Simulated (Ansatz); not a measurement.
CH2NO (SMILES N[C]=O), doublet, geometry from GFN2-xTB; Ansatz (a first-principles code) with PBE0/6-31G*.

Ansatz was given this input:
Ansatz 0.2 input:
```yaml
crystal:
  periodic: [false, false, false]
  atoms:
    - {symbol: O, position_ang: [-0.26239492, 1.20792016, -0.01400583]}
    - {symbol: C, position_ang: [-0.41467571, 0.01679901, 0.00061495]}
    - {symbol: N, position_ang: [0.43485650, -0.99377497, 0.01109142]}
    - {symbol: H, position_ang: [0.09501155, -1.93993374, 0.02313653]}
    - {symbol: H, position_ang: [1.44820656, -0.86779678, 0.00758046]}
basis:
  gaussian:
    orbitals: 6-31G*
hamiltonian:
  xc: pbe0
magnetization: {spin_polarized: true, initial_magnetization: 1}
```

Question: Write the output that Ansatz gives for this input, abridged.

Answer: 
```
Functional definition: PBE0
473 factors; integrals over basis functions are off by at most 7.8e-4 eV
mean field evaluation 1: about -4596.1563 eV, gradient 3.2e1 eV
mean field evaluation 2: about -4591.8842 eV, gradient 4.7e1 eV
mean field evaluation 4: about -4599.9153 eV, gradient 2.1e0 eV
mean field evaluation 8: about -4599.9329 eV, gradient 2.7e-2 eV
mean field evaluation 16: about -4599.9330 eV, gradient 6.2e-5 eV
mean field -4599.93295362 eV, -169.0444180991 hartree, gradient 6.2e-5 eV, S^2 0.753213; 0 other end points of the search recorded, 0 dependent functions left out
reference -4599.93296534 eV, -169.0444185298 hartree; 12, 11 occupied and 37, 38 virtual orbitals, 473 factors
Total energy: -4599.93296534 eV, -169.0444185298 hartree
```
